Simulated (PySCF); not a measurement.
Species: C6H13As.
Cartesian coordinates in Å at the PBE0-D3(BJ)/def2-SVP level; atoms count from 1:
```xyz
20
C6H13As angstrom
C     -2.504   -1.849   -0.540
C     -2.107   -0.651   -0.109
C     -0.777   -0.367    0.517
C      0.121    0.577   -0.296
As    -0.762    2.358   -0.483
C      1.540    0.672    0.265
C      2.338   -0.623    0.192
H     -3.486   -1.997   -0.997
H     -1.861   -2.731   -0.448
H     -2.787    0.203   -0.227
H     -0.925    0.066    1.525
H     -0.249   -1.322    0.670
H      0.169    0.194   -1.331
H     -0.368    2.837    0.914
H      0.448    3.036   -1.117
H      1.487    1.023    1.311
H      2.085    1.457   -0.284
H      1.902   -1.423    0.809
H      2.396   -0.997   -0.844
H      3.369   -0.467    0.546
```

Linear response at PBE0/def2-SVPD (PySCF, frozen core in the response, non-relativistic). Relativistic effects, spin–orbit coupling among them, are left out although an element past zinc is present.

Static isotropic polarisability: 107.93 au (15.99 Å³), principal values 86.5, 112.2, 125.1 au.

(1) What is the polarisability at 1064 nm and at the sodium D line?

(2) What is the isotropic C6 coefficient between two such molecules, C6 = (3/π)∫α(iω)² dω?

(3) Which effective excitation energy ω̄ makes London's formula C6 = (3/4)α²ω̄ exact here?

(4) How many electrons N does the Slater–Kirkwood formula C6 = (3/4)·√N·α^(3/2) need to give this C6?

(5) What n − 1 at the D line would an ideal gas of it have at 273.15 K and 1 atm (2.6868 × 10¹⁹ cm⁻³), by n − 1 = 2π·N·α′?

(6) What molar refraction at the D line follows from R = (4π/3)·N_A·α′, with α′ the polarisability volume?

(7) How anisotropic is the static polarisability, by Δα² = ½[(α1 − α2)² + (α2 − α3)² + (α3 − α1)²]?

(8) What three-body coefficient follows from the one-pole estimate C9 = (3/4)·α·C6?

Results:

(1) 109.03 au at 1064 nm (+1.0 %), 111.66 au at 589.3 nm (+3.5 %). The rise at 589.3 nm is 3.39 times that at 1064 nm; a pure ω² law gives 3.26. The lowest singlet lies at 205 nm, shorter than both wavelengths.

(2) 4379 au (Eh·bohr⁶) by a ten-point quadrature over imaginary frequencies, which is 2620 eV·Å⁶ or 252 J·nm⁶/mol.

(3) ω̄ = 4·C6/(3α²) = 0.501 Eh = 13.6 eV. A one-pole form α(ω) = α/(1 − ω²/ω̄²) fitted to the 1064 nm value gives 11.6 eV. London's choice of the ionisation energy (8.96 eV, ΔSCF at the same level) gives C6 = 2880 au, 34 % too low.

(4) N = (4·C6/3)²/α³ = 27.1; the species has 82 electrons in all.

(5) 27.93 × 10⁻⁴, a formal value whether or not that pressure can be reached.

(6) α′ = 16.55 Å³ gives R = 41.74 cm³/mol, for isolated, non-vibrating species.

(7) Δα = 34.1 au, or 0.32 of the isotropic value.

(8) 354000 au. This is an estimate from the two numbers above, not a computed integral.

One conformer stands for the species.
